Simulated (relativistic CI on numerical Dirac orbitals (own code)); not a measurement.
# Cd³⁺ (4d9) in a crystal field

Calculated by Dirac-Coulomb-Breit CI, orbitals from a KLI potential per configuration, QED by a radiative potential, one configuration in a parametric crystal field, unscaled Slater integrals (own radial code).

Field parameters in Wybourne normalisation: Oh B⁴₀ = 21Dq, B⁴₄ = √(5/14) B⁴₀. The field is a parameter set, without covalency.

S and J are read from ⟨S²⟩ = S(S + 1) and ⟨J²⟩ = J(J + 1) of each level; they are not fictitious spins.

Oh, 10Dq = 6000 cm⁻¹, the lowest 3 levels:

```csv
E (cm⁻¹),Degeneracy,Irrep,S,J
0.0,4,Γ8,0.50,2.40
4691,2,Γ7,0.50,2.50
9010,4,Γ8,0.50,1.65
```

Oh, 10Dq = 44250 cm⁻¹, the lowest 3 levels:

```
E (cm⁻¹)  Degeneracy  Irrep     S     J
     0.0           4     Γ8  0.50  2.20
   42166           2     Γ7  0.50  2.50
   45709           4     Γ8  0.50  1.89
```

The free-ion ground term has S = 1/2. Every field shown keeps that spin.

Levels of this model without a field, named by their leading LS term: ²D5/2 0, ²D3/2 5628 cm⁻¹.
